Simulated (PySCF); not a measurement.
CH$_{3}$ClF$_{2}$Sn (SMILES [CH3][Sn]([F])([F])[Cl]), singlet, at the geometry of the source list (all electrons, no relativity), with bond 3-2 at 1.8 times its length; PySCF with CASSCF(6,7)/STO-3G.

Input for PySCF:
```python
from pyscf import gto, scf, mcscf
import numpy

mol = gto.M(
    atom='''
C    -1.29740000   -0.15200000    0.01960000
Sn    0.89560000    0.05770000   -0.05110000
F     2.15974000   -0.17270000    3.28574000
F     1.32020000    1.93210000   -0.54100000
Cl    2.30640000   -1.22900000   -1.31650000
H    -1.50800000   -1.20420000    0.16120000
H    -1.67160000    0.21700000   -0.92790000
H    -1.64320000    0.44870000    0.85290000
''',
    basis='sto-3g',
    verbose=4,
)

mf = scf.RHF(mol)
mf.kernel()
mc = mcscf.CASSCF(mf, 7, 6)
mc.fix_spin_(ss=0.0)
mc.kernel()
occ = numpy.linalg.eigvalsh(mc.fcisolver.make_rdm1(mc.ci, mc.ncas, mc.nelecas))[::-1]
ss = mc.fcisolver.spin_square(mc.ci, mc.ncas, mc.nelecas)[0]
print('natural occupations', occ.round(4), ' <S^2>', round(ss, 4))
```

Output, abridged:

```
PySCF version 2.14.0

[INPUT] verbose = 4
[INPUT] num. atoms = 8
[INPUT] num. electrons = 94
[INPUT] charge = 0
[INPUT] spin (= nelec alpha-beta = 2S) = 0
[INPUT] symmetry False subgroup None
[INPUT] Mole.unit = angstrom
[INPUT] Symbol           X                Y                Z      unit          X                Y                Z       unit  Magmom
[...]
nuclear repulsion = 585.272573837346
number of shells = 28
number of NR pGTOs = 162
number of NR cGTOs = 54
basis = sto-3g
ecp = {}

******** <class 'pyscf.scf.hf.RHF'> ********
method = RHF
initial guess = minao
damping factor = 0
level_shift factor = 0
DIIS = <class 'pyscf.scf.diis.CDIIS'>
diis_start_cycle = 1
diis_space = 8
diis_damp = 0
SCF conv_tol = 1e-09
SCF conv_tol_grad = None
SCF max_cycles = 50
direct_scf = True
direct_scf_tol = 1e-13
Set gradient conv threshold to 3.16228e-05
Initial guess from minao.
init E= -6635.13256428046
[...]
cycle= 1 E= -6652.5704302779  delta_E= -17.4  |g|= 0.484  |ddm|=  3.1

WARN: HOMO 0.198698726267422 == LUMO 0.198853865683408

cycle= 2 E= -6648.44322584296  delta_E= 4.13  |g|= 1.14  |ddm|= 5.69
[...]
cycle= 3 E= -6652.71620742481  delta_E= -4.27  |g|= 0.162  |ddm|= 5.82
[...]
cycle= 4 E= -6652.70435680635  delta_E= 0.0119  |g|= 0.388  |ddm|= 2.83
[...]
cycle= 5 E= -6652.65119115121  delta_E= 0.0532  |g|= 0.388  |ddm|= 0.272
[...]
cycle= 6 E= -6652.67282164423  delta_E= -0.0216  |g|= 0.386  |ddm|= 0.0983
[...]
cycle= 7 E= -6652.66952128038  delta_E= 0.0033  |g|= 0.387  |ddm|= 0.0161
[...]
cycle= 8 E= -6652.67926963554  delta_E= -0.00975  |g|= 0.385  |ddm|= 0.0868
[...]
cycle= 9 E= -6652.6840563937  delta_E= -0.00479  |g|= 0.384  |ddm|= 0.0769
[...]
cycle= 10 E= -6652.68487059647  delta_E= -0.000814  |g|= 0.384  |ddm|= 0.0187
[...]
cycle= 11 E= -6652.75188761898  delta_E= -0.067  |g|= 0.355  |ddm|= 0.339
[...]
cycle= 12 E= -6652.63642930755  delta_E= 0.115  |g|= 0.413  |ddm|= 1.61
[...]
cycle= 13 E= -6649.01408788654  delta_E= 3.62  |g|= 1.58  |ddm|= 5.02
[...]
cycle= 14 E= -6652.67146956224  delta_E= -3.66  |g|= 0.376  |ddm|= 4.87
[...]
cycle= 15 E= -6652.65067740864  delta_E= 0.0208  |g|= 0.374  |ddm|= 0.101
[...]
cycle= 16 E= -6652.64729811735  delta_E= 0.00338  |g|= 0.374  |ddm|= 0.0175
[...]
cycle= 17 E= -6652.64582429317  delta_E= 0.00147  |g|= 0.374  |ddm|= 0.02
[...]
cycle= 18 E= -6652.65084992689  delta_E= -0.00503  |g|= 0.373  |ddm|= 0.144
[...]
cycle= 19 E= -6652.66075083593  delta_E= -0.0099  |g|= 0.366  |ddm|= 0.159
[...]
[...]
converged SCF energy = -6652.8308046792
CASCI E = -6653.10235618578  S^2 = 0.0000000
[...]
macro iter  40 ( 21 JK    4 micro), CASSCF E = -6653.13690391619  dE = -4.96918992e-05  S^2 = 0.0000000
               |grad[o]|=0.0108  |grad[c]|=0.0275  |ddm|=0.00916  |maxRot[o]|=0.00346
macro iter  41 ( 21 JK    4 micro), CASSCF E = -6653.13694183063  dE = -3.79144376e-05  S^2 = 0.0000000
               |grad[o]|=0.0107  |grad[c]|=0.0274  |ddm|=0.00915  |maxRot[o]|=0.00411
macro iter  42 ( 21 JK    4 micro), CASSCF E = -6653.13698602702  dE = -4.41963912e-05  S^2 = 0.0000000
               |grad[o]|=0.0106  |grad[c]|=0.0273  |ddm|=0.0091  |maxRot[o]|=0.00893
macro iter  43 ( 21 JK    4 micro), CASSCF E = -6653.13699259081  dE = -6.56378779e-06  S^2 = 0.0000000
               |grad[o]|=0.0105  |grad[c]|=0.0272  |ddm|=0.00912  |maxRot[o]|=0.00937
macro iter  44 ( 21 JK    4 micro), CASSCF E = -6653.13702865737  dE = -3.60665563e-05  S^2 = 0.0000000
               |grad[o]|=0.0104  |grad[c]|=0.0271  |ddm|=0.00902  |maxRot[o]|=0.0146
macro iter  45 ( 21 JK    4 micro), CASSCF E = -6653.13704318123  dE = -1.45238591e-05  S^2 = 0.0000000
               |grad[o]|=0.0103  |grad[c]|=0.0272  |ddm|=0.00918  |maxRot[o]|=0.0109
macro iter  46 ( 21 JK    4 micro), CASSCF E = -6653.13709358202  dE = -5.04007903e-05  S^2 = 0.0000000
               |grad[o]|=0.0102  |grad[c]|=0.0272  |ddm|=0.00911  |maxRot[o]|=0.0157
macro iter  47 ( 21 JK    4 micro), CASSCF E = -6653.13708488117  dE =  8.70085023e-06  S^2 = 0.0000000
               |grad[o]|=0.0102  |grad[c]|=0.027  |ddm|=0.00912  |maxRot[o]|=0.0129
macro iter  48 ( 21 JK    4 micro), CASSCF E = -6653.13871262303  dE = -1.62774186e-03  S^2 = 0.0000000
               |grad[o]|=0.0102  |grad[c]|=0.013  |ddm|=0.00811  |maxRot[o]|=0.048
macro iter  49 ( 12 JK    3 micro), CASSCF E = -6653.14171476452  dE = -3.00214149e-03  S^2 = 0.0000000
               |grad[o]|=0.011  |grad[c]|=0.0119  |ddm|=0.0113  |maxRot[o]|=0.0819
macro iter  50 ( 21 JK    4 micro), CASSCF E = -6653.14321878386  dE = -1.50401934e-03  S^2 = 0.0000000
               |grad[o]|=0.0116  |grad[c]|=0.0139  |ddm|=0.00931  |maxRot[o]|=0.0415
1-step CASSCF not converged,  50 macro (920 JK 183 micro) steps
CASSCF canonicalization
Density matrix diagonal elements [1.97312933 1.93317184 0.8900452  1.12706027 0.01427232 0.04857212
 0.01374892]
CASSCF energy = -6653.14321878386
CASCI E = -6653.14321878386  E(CI) = -6.51839618888425  S^2 = 0.0000000
natural occupations [1.9808e+00 1.9451e+00 1.1273e+00 8.7220e-01 5.2400e-02 2.0500e-02
 1.7000e-03]  <S^2> 0.0
```

The run did not converge; its last values are not results.
